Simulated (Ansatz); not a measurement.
Basis sets compared for Zr4P4. Charge 0, multiplicity 1. Geometry PBE-D4/def2-SVP. Ansatz on 4 threads of Intel Xeon on a shared host; times are rough, and most runs start from earlier orbitals.

```
atom    x (Å)    y (Å)    z (Å)
 Zr1   2.5283   0.6355   0.4876
 Zr2  -0.3080   1.3972   0.5027
 Zr3   0.2948  -1.4057  -0.4603
 Zr4  -2.5417  -0.6360  -0.5248
  P5   1.6923   2.8230   0.8001
  P6  -0.8355   0.5399  -1.8402
  P7  -1.7035  -2.8220  -0.8365
  P8   0.8733  -0.5319   1.8715
```

In the def2 sets Zr takes a core potential; there is no spin–orbit coupling. The restricted singlet is unstable towards broken spin symmetry in Hartree–Fock (as tested in another run); at PBE-D4/def2-SVP, PBE-D4/def2-TZVP, PBE0-D4/def2-SVP, PBE0-D4/def2-TZVP this wasn't settled. No other spin state of charge 0 was run. Another isomer (singlet) lies 2.41 eV lower at PBE0-D4/def2-TZVP; other spin states weren't run for this one.

Binding counts from free atoms (Zr triplet, P quartet) in the same basis, without a counterpoise term.

```csv
level,functions,energy (Eh),HOMO (eV),LUMO (eV),binding per atom (eV),wall time
PBE-D4/def2-SVP,196,-1552.7577,-4.18,-3.55,–,9.5 s
PBE0-D4/def2-SVP,196,-1552.7136,-4.74,-3.15,3.91,19 s
```

**Question.** Estimate the rows for PBE-D4/def2-TZVP (with forces), PBE0-D4/def2-TZVP.

**Answer.** 
```
                         level  functions  energy (Eh)  HOMO (eV)  LUMO (eV)  binding per atom (eV)  wall time
PBE-D4/def2-TZVP (with forces)        308   -1553.2712      -4.14      -3.51                      –       21 s
             PBE0-D4/def2-TZVP        308   -1553.2233      -4.67      -3.10                   3.92       46 s
```
